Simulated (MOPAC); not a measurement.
MOPAC input (PM6):

```
PM6 FORCE THERMO(298,298) PRECISE LET CHARGE=-1 GEO-OK AUX(PRECISION=9) THREADS=1
CNO

N     0.00000000 1   -0.00000000 1   -1.25659558 1
C    -0.00000000 1    0.00000000 1   -0.06975771 1
O     0.00000000 1   -0.00000000 1    1.15155947 1
```

**Question.** Which zero-point energy does it print?

**Answer.** 6.82 kcal/mol, from the harmonic wavenumbers of PM6.
